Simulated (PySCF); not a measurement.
All values below come from PySCF with PBE0-D3(BJ)/def2-TZVP. Isolated molecules, 0 K electronic values unless said otherwise. 

Reference species (SMILES): `[I][Al]([I])[I]` (neutral, multiplicity 1).

```json
{
 "S1 oscillator strength": "0.000",
 "HOMO": "-7.73 eV"
}
```

Changed species: `[CH3][Al]([I])[I]` (2 of 3 CH3 replaced by I; the reference has 3 of 3 CH3 replaced by I).

Q: Give the shifts of the S1 oscillator strength and HOMO.

A: the S1 oscillator strength is nearly the same; the HOMO increases by 0.13 eV, to -7.60 eV.
